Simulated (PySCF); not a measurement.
# Vibration and rotation of ZnBr⁺

RHF-CCSD(T) constants of ZnBr⁺, ¹Σ⁺ (singlet), closed shell (basis Zn def2-TZVPPD, Br def2-TZVPPD; no relativity; PySCF 2.14; masses 63.9291 and 78.9183 u):

* ωe: 337.0 cm⁻¹
* ωexe: 1.07 cm⁻¹
* Be: 0.098544 cm⁻¹
* αe: 0.000393 cm⁻¹
* D (centrifugal): 3.37e-08 cm⁻¹
* De to Zn⁺ + Br: 2.34 eV

(1) Give the vibrational terms G(v) and spacings up to v = 6.

(2) How well does the Morse estimate ωe²/(4ωexe) reproduce De, and what is D0?

Correlated steps freeze 14 core orbitals. For an ion De counts to the pair picked by the measured ionisation energies or electron affinities, which need not be the lowest pair at this level. Where the molecule has an RHF reference, its open-shell atoms are computed with UHF.

## Answers

(1) G(v) = ωe(v+½) − ωexe(v+½)².

| v | G(v) (cm⁻¹) | G(v) − G(v−1) | Bv (cm⁻¹) |
| --- | --- | --- | --- |
| 0 | 168.2 |  | 0.09835 |
| 1 | 503.1 | 334.9 | 0.09795 |
| 2 | 835.8 | 332.7 | 0.09756 |
| 3 | 1166.4 | 330.6 | 0.09717 |
| 4 | 1494.8 | 328.4 | 0.09678 |
| 5 | 1821.1 | 326.3 | 0.09638 |
| 6 | 2145.3 | 324.2 | 0.09599 |

(2) It gives 3.29 eV, 141 % of the computed De. D0 = De − G(0) = 2.34 − 0.02 = 2.32 eV.
